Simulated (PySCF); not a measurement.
Simulated characterisation data

PySCF 2.14.0 with density-fitted response routines calculation with shielding tensors at PBE0/pcSseg-1 (GIAO) and geometry from GFN2-xTB; one conformer, non-relativistic Hamiltonian, equivalent nuclei averaged, no solvent model.

δ = σ(ref) − σ, references computed at the same level: TMS for $^{1}$H (σref 31.72), $^{13}$C (σref 186.93). Splittings of carbon signals by F and P are missing where no couplings were computed. Where no couplings were computed, multiplicities follow the n + 1 count of equivalent neighbours, and m marks all less simple cases (inequivalent or close neighbours, rings, F or P nearby). Shifts are as computed. Against solution values, carbons near 30 ppm lie about +3 ppm off and those near 130 ppm about +5 ppm. Of 1211 compounds with measured shifts, 218 miss one by over three times the rms of a fit or turn the order of signals round; such compounds aren't used in these exercises.

Compound 1 (C$_{7}$H$_{4}$FN). $^{1}$H NMR (500 MHz, computed): δ 7.95 (m, 1H), 7.84 (m, 1H), 7.50 (m, 1H), 7.49 (m, 1H). $^{13}$C{$^{1}$H} NMR (computed): δ 175.0, 142.0, 139.8, 129.6, 122.8, 119.5, 106.7. Structure: 2-fluorobenzonitrile (SMILES N#Cc1ccccc1F).

Compound 2 (C$_{7}$H$_{10}$Si). $^{1}$H NMR (500 MHz, computed): δ 7.20 (m, 1H), 6.87 (d, 1H), 6.11 (m, 1H), 5.96 (m, 1H), 5.41 (m, 1H), 5.21 (m, 1H), 4.54 (m, 2H), 3.24 (d, 2H). $^{13}$C{$^{1}$H} NMR (computed): δ 157.1, 155.1, 149.5, 149.3, 133.2, 120.5, 45.8. Structure: SMILES C=CCC1=CC=C[SiH2]1.
